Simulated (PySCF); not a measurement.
Calculation: B3LYP-D3(BJ)/def2-TZVP (PySCF 2.14.0). Gas-phase values, no solvent. One relaxed conformer stands for a flexible species; it need not be the lowest. B3LYP has the VWN-RPA correlation part, as in Gaussian. 

Reference species (SMILES): `BC=C` (neutral, multiplicity 1).

LUMO: -2.30 eV
HOMO: -8.25 eV
HOMO–LUMO gap: 5.95 eV

Changed species: `B1CC1`.

Problem. What does the change do to the LUMO, HOMO and HOMO–LUMO gap?

Solution. the LUMO rises by 0.79 eV, to -1.51 eV; the HOMO rises by 1.02 eV, to -7.23 eV; the HOMO–LUMO gap falls by 0.23 eV, to 5.72 eV.
